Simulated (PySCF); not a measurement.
**Ar (argon, neutral): UHF calculation**

Configuration: [Ar], closed-shell 1S. Calculation: PySCF 2.14, in cc-pV(D+d)Z (4s3p2d, 23 functions); the non-relativistic Hamiltonian (point nucleus).

* Total energy: -526.799865 hartree
* One-electron energy: -728.2762 hartree
* Hartree (Coulomb) energy: 231.6657 hartree
* Exchange energy: -30.1894 hartree
* Kinetic energy: 526.79976 hartree
* ⟨S²⟩: 0.0000
* ⟨L²⟩: 0.000
* Sum of ⟨r⟩: 16.04 bohr
* Sum of ⟨r²⟩: 25.80 bohr²
* Density at the nucleus (Gaussians lack the cusp): 3740 bohr⁻³
* Langevin diamagnetic susceptibility: -20.4 ×10⁻⁶ cm³/mol
* Time after the integrals: 0.03 s of wall time on 1 thread of Intel(R) Xeon(R) 6975P-C (shared host)

```tsv
shell	electrons	mean orbital energy (eV)	rms radius, mean of both spins (bohr)
1s	2	-3227.4	0.0998
2s	2	-335.19	0.449
2p	6	-260.31	0.418
3s	2	-34.678	1.53
3p	6	-16.001	1.81
```
